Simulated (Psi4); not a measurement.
Psi4 input (wB97X-D/6-311+G**):

```
memory 1500 MB

molecule {
0 1
C     1.96671800    1.33625500   -0.10266100
C     0.67226100    1.05137200    0.07329700
B     0.06283600   -0.37103800   -0.07869600
C     0.92942500   -1.62546800   -0.45992000
C    -1.46269900   -0.60006400    0.14812500
C    -2.34504400    0.34948800    0.47654800
H     2.36276000    2.34008800    0.01059800
H     2.68782300    0.57203600   -0.36891600
H     0.03007800    1.88845100    0.33893800
H     1.99328500   -1.44854000   -0.61496100
H     0.82526900   -2.39366200    0.31556600
H     0.52843700   -2.08631800   -1.37051100
H    -1.85696200   -1.60940600    0.03354800
H    -3.39934300    0.13949400    0.62387800
H    -2.04949300    1.38354700    0.61300900
symmetry c1
no_reorient
no_com
}

set {
  basis 6-311+G**
  reference rks
  scf_type df
  df_basis_scf def2-universal-jkfit
  dft_radial_points 99
  dft_spherical_points 590
  e_convergence 1e-8
  d_convergence 1e-7
  maxiter 150
}

e = energy('wb97x-d')
print_out(f'\nFINAL {e:.10f} DIPOLE {variable("CURRENT DIPOLE")[0]:.6f} {variable("CURRENT DIPOLE")[1]:.6f} {variable("CURRENT DIPOLE")[2]:.6f}\n')
```

Output:

```
   => Loading Basis Set <=

    Name: 6-311+G**
    Role: ORBITAL
    Keyword: BASIS
    atoms 1-2, 4-6 entry C          line   129 file 6-311pgss.gbs
    atoms 3        entry B          line   108 file 6-311pgss.gbs
    atoms 7-15     entry H          line    42 file 6-311pgss.gbs

   => WB97X-D: Empirical Dispersion <=

    Chai and Head-Gordon Dispersion Correction
    Chai, J.-D.; Head-Gordon, M. (2010), J. Chem. Phys., 132: 6615-6620

        s6 =       1.000000

         ---------------------------------------------------------
                                   SCF
               by Justin Turney, Rob Parrish, Andy Simmonett
                          and Daniel G. A. Smith
                              RKS Reference
         ---------------------------------------------------------

  ==> Geometry <==

    Molecular point group: c1
    Full point group: C1

    Geometry (in Angstrom), charge = 0, multiplicity = 1:

       Center              X                  Y                   Z               Mass
    ------------   -----------------  -----------------  -----------------  -----------------
         C            1.966718000000     1.336255000000    -0.102661000000    12.000000000000
         C            0.672261000000     1.051372000000     0.073297000000    12.000000000000
         B            0.062836000000    -0.371038000000    -0.078696000000    11.009305360000
         C            0.929425000000    -1.625468000000    -0.459920000000    12.000000000000
         C           -1.462699000000    -0.600064000000     0.148125000000    12.000000000000
         C           -2.345044000000     0.349488000000     0.476548000000    12.000000000000
         H            2.362760000000     2.340088000000     0.010598000000     1.007825032230
         H            2.687823000000     0.572036000000    -0.368916000000     1.007825032230
         H            0.030078000000     1.888451000000     0.338938000000     1.007825032230
         H            1.993285000000    -1.448540000000    -0.614961000000     1.007825032230
         H            0.825269000000    -2.393662000000     0.315566000000     1.007825032230
         H            0.528437000000    -2.086318000000    -1.370511000000     1.007825032230
         H           -1.856962000000    -1.609406000000     0.033548000000     1.007825032230
         H           -3.399343000000     0.139494000000     0.623878000000     1.007825032230
         H           -2.049493000000     1.383547000000     0.613009000000     1.007825032230

  Running in c1 symmetry.

  Rotational constants: A =      0.16818  B =      0.08362  C =      0.05642 [cm^-1]
  Rotational constants: A =   5041.93891  B =   2506.83482  C =   1691.43916 [MHz]
  Nuclear repulsion =  194.635311518424714

  Charge       = 0
  Multiplicity = 1
  Electrons    = 44
  Nalpha       = 22
  Nbeta        = 22

[...]

    Virtual:

      23A     -0.002924    24A      0.053807    25A      0.063179
      26A      0.065562    27A      0.065931    28A      0.081302
      29A      0.097704    30A      0.100487    31A      0.110283
      32A      0.128575    33A      0.134610    34A      0.136779
      35A      0.142540    36A      0.148691    37A      0.162823
      38A      0.162882    39A      0.176271    40A      0.179084
      41A      0.184683    42A      0.191098    43A      0.195256
      44A      0.213324    45A      0.217619    46A      0.222418
      47A      0.228168    48A      0.240335    49A      0.259856
      50A      0.261872    51A      0.267431    52A      0.272971
      53A      0.277767    54A      0.296888    55A      0.309142
      56A      0.321953    57A      0.345715    58A      0.365424
      59A      0.386546    60A      0.402076    61A      0.425369
      62A      0.443078    63A      0.467279    64A      0.491140
      65A      0.509823    66A      0.534450    67A      0.535635
      68A      0.550757    69A      0.561126    70A      0.600033
      71A      0.615225    72A      0.631942    73A      0.663209
      74A      0.663954    75A      0.682740    76A      0.699556
      77A      0.702150    78A      0.705301    79A      0.712939
      80A      0.733183    81A      0.738501    82A      0.764915
      83A      0.783100    84A      0.790352    85A      0.801026
      86A      0.826803    87A      0.839031    88A      0.860550
      89A      0.888098    90A      0.902552    91A      0.908483
      92A      0.925746    93A      0.943794    94A      0.964363
      95A      0.975520    96A      1.042191    97A      1.111600
      98A      1.125545    99A      1.131382   100A      1.135666
     101A      1.187795   102A      1.197537   103A      1.241946
     104A      1.308905   105A      1.367998   106A      1.454333
     107A      1.483479   108A      1.514035   109A      1.520720
     110A      1.561651   111A      1.564798   112A      1.587184
     113A      1.596959   114A      1.608887   115A      1.666593
     116A      1.683222   117A      1.710820   118A      1.762425
     119A      1.764649   120A      1.796178   121A      1.798227
     122A      1.798666   123A      1.836356   124A      1.845186
     125A      1.855714   126A      1.883219   127A      1.889377
     128A      1.919755   129A      1.948991   130A      2.040373
     131A      2.053283   132A      2.054923   133A      2.156598
     134A      2.168475   135A      2.193057   136A      2.249147
     137A      2.262317   138A      2.265930   139A      2.279525
     140A      2.295831   141A      2.331576   142A      2.344984
     143A      2.379608   144A      2.447659   145A      2.466665
     146A      2.516602   147A      2.528665   148A      2.563246
     149A      2.575173   150A      2.633896   151A      2.638118
     152A      2.663596   153A      2.667187   154A      2.698378
     155A      2.720207   156A      2.742510   157A      2.806811
     158A      2.832173   159A      2.852701   160A      2.858498
     161A      2.870028   162A      2.877095   163A      2.880885
     164A      2.930713   165A      3.026838   166A      3.027867
     167A      3.095079   168A      3.146127   169A      3.261848
     170A      3.526680   171A      3.604599   172A      3.661662
     173A      3.826774   174A      3.850538   175A      3.872782
     176A      3.884876   177A      3.995016   178A      4.060146
     179A      4.233490   180A      4.269029   181A     14.765668
     182A     23.876251   183A     23.949042   184A     24.166343
     185A     24.379731   186A     24.386528

    Final Occupation by Irrep:
              A
    DOCC [    22 ]
    NA   [    22 ]
    NB   [    22 ]

  @DF-RKS Final Energy:  -220.74911593947843

   => Energetics <=

    Nuclear Repulsion Energy =            194.6353115184247144
    One-Electron Energy =                -680.6293317654716475
    Two-Electron Energy =                 288.7079289777405506
    DFT Exchange-Correlation Energy =     -23.4562818877589692
    Empirical Dispersion Energy =          -0.0067427824130582
    VV10 Nonlocal Energy =                  0.0000000000000000
    Total Energy =                       -220.7491159394784006

Computation Completed

Properties will be evaluated at   0.000000,   0.000000,   0.000000 [a0]

Properties computed using the SCF density matrix

 Multipole Moments:

 ------------------------------------------------------------------------------------
     Multipole            Electronic (a.u.)      Nuclear  (a.u.)        Total (a.u.)
 ------------------------------------------------------------------------------------

 L = 1.  Multiply by 2.5417464519 to convert [e a0] to [Debye]
 Dipole X            :         -0.0388729            0.0000000           -0.0388729
 Dipole Y            :          0.1303173           -0.0000038            0.1303135
 Dipole Z            :          0.0305917            0.0000057            0.0305974
 Magnitude           :                                                    0.1393877

 ------------------------------------------------------------------------------------

FINAL -220.7491159395 DIPOLE -0.038873 0.130314 0.030597

*** Psi4 exiting successfully. Buy a developer a beer!
```

The geometry given is a B3LYP-D3(BJ)/def2-TZVP minimum.
